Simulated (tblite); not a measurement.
Compound: C6H8N2OSi.
Geometry (GFN2-xTB, Å), atoms numbered from 1 in this order:
```xyz
18
C6H8N2OSi angstrom
C      4.924   -0.163    0.816
C      3.758   -0.092    0.541
C      2.389   -0.005    0.224
C      1.388   -0.885    0.539
N      0.226   -0.374    0.028
Si    -1.340   -1.120    0.181
O     -2.280   -0.018   -0.526
C     -3.666   -0.036   -0.686
C      0.591    0.796   -0.576
N      1.855    1.048   -0.482
H      5.943   -0.223    1.055
H      1.404   -1.812    1.073
H     -1.640   -1.302    1.602
H     -1.336   -2.397   -0.536
H     -3.998   -0.978   -1.125
H     -3.939    0.787   -1.346
H     -4.164    0.094    0.278
H     -0.124    1.421   -1.071
```

Computed with GFN2-xTB (tblite): harmonic, unscaled wavenumbers at the GFN2-xTB geometry, gas phase. Errors from tens to a few hundred cm⁻¹ against measured bands are possible. Modes of hydrogen on silicon can be 10 to 20 % off. One conformer, not necessarily the lowest.

Harmonic wavenumbers (cm⁻¹): 30.9, 66.0, 75.7, 88.8, 116.6, 131.3, 179.3, 229.5, 257.9, 394.9, 456.5, 472.0, 547.2, 591.8, 601.7, 620.3, 635.6, 666.3, 689.0, 755.1, 764.3, 795.1, 812.5, 818.2, 993.7, 1006.7, 1093.4, 1133.2, 1138.7, 1152.0, 1176.0, 1268.5, 1286.9, 1369.4, 1418.9, 1477.7, 1484.8, 1508.9, 1542.0, 2244.3, 2264.1, 2283.7, 2961.7, 2974.1, 3000.4, 3183.7, 3185.4, 3400.4.

A = 5045, B = 508.8, C = 466.3 MHz; mass 152.041 u (most abundant isotopes); point group C1, symmetry number 1.

**Question.** What is the zero-point energy?

**Answer.** ½Σν̃ = 27673 cm⁻¹ = 79.12 kcal/mol.

**Question.** Entropy at 500 K, 1 bar (ideal gas, RRHO, classical rotation)?

**Answer.** Translation 43.56, rotation 31.52, vibration 58.99: S = 134.1 cal/(mol K).

**Question.** And Cp and H(500 K) − H(0)?

**Answer.** Cp = 59.67 cal/(mol K), of which vibrations give 51.72 (their classical limit is 48 R = 95.4); H(500 K) − H(0) = 18.24 kcal/mol without the zero-point energy, 14.27 from vibrations.

**Question.** Blend soft modes into free rotors: weight 1/[1 + (100 cm⁻¹/ν̃)⁴] for the oscillator and the rest for a rotor with moment μB/(μ + B), μ = h/(8π²ν), B = 10⁻⁴⁴ kg m². What vibrational entropy results?

**Answer.** 53.09 cal/(mol K) in place of 58.99, which changes −T·S at 500 K by +2.95 kcal/mol.

**Question.** What must be added to the electronic energy to get the Gibbs energy at 500 K and 1 bar?

**Answer.** ZPE + [H(500 K) − H(0)] − T·S = 79.12 + 18.24 − 67.03 = 30.33 kcal/mol.

Hindered rotation and anharmonicity are outside this model. Other conformers, if any are populated, would add a mixing term that is left out.
